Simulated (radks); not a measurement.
Trend from La3+ to Lu3+: ionisation energy by Delta-SCF between NIST ground configurations, and size. Method: Dirac Kohn-Sham, PBE, spin-unpolarised, spherical densities, finite nucleus; open shells fill j = l - 1/2 first; Fermi nuclear charge, rms radius of each element as measured or else 0.836 A^(1/3) + 0.57 fm; computed with a radial shooting solver on a logarithmic mesh with Libxc functionals.

| species | configuration | IE (eV) | NIST (eV) | kind | r at 0.001 e/bohr^3 (bohr) |
|---|---|---|---|---|---|
| La3+ | [Xe] | 49.942 | 50.0 | semi-emp. | 3.51 |
| Ce3+ | [Xe] 4f1 | 37.891 | 36.91 | semi-emp. | 3.47 |
| Pr3+ | [Xe] 4f2 | 39.139 | 38.98 | semi-emp. | 3.43 |
| Nd3+ | [Xe] 4f3 | 40.244 | 40.60 | semi-emp. | 3.39 |
| Pm3+ | [Xe] 4f4 | 41.228 | 41.2 | semi-emp. | 3.35 |
| Sm3+ | [Xe] 4f5 | 42.110 | 41.6 | semi-emp. | 3.32 |
| Eu3+ | [Xe] 4f6 | 42.901 | 42.9 | semi-emp. | 3.28 |
| Gd3+ | [Xe] 4f7 | 42.851 | 44.4 | semi-emp. | 3.25 |
| Tb3+ | [Xe] 4f8 | 43.464 | 39.33 | semi-emp. | 3.22 |
| Dy3+ | [Xe] 4f9 | 44.009 | 41.2 | semi-emp. | 3.19 |
| Ho3+ | [Xe] 4f10 | 44.492 | 42.5 | semi-emp. | 3.16 |
| Er3+ | [Xe] 4f11 | 44.917 | 42.42 | semi-emp. | 3.14 |
| Tm3+ | [Xe] 4f12 | 45.289 | 42.41 | semi-emp. | 3.11 |
| Yb3+ | [Xe] 4f13 | 45.611 | 43.61 | semi-emp. | 3.09 |
| Lu3+ | [Xe] 4f14 | 45.886 | 45.25 | semi-emp. | 3.06 |

Reference values: NIST Atomic Spectra Database (exp. = measured, semi-emp. = semi-empirical, theory = theoretical value adopted there). Spin polarisation and multiplet splitting are left out, so open shells lie too high by an amount that depends on their filling.

Beside tabulated values, note that spin-unpolarised runs miss the spin-polarisation part of the exchange energy of open shells. No tabulated value is given for the 4+ ions of Nd, Pm and Eu to Yb, where it belongs to another shell than the one emptied here.
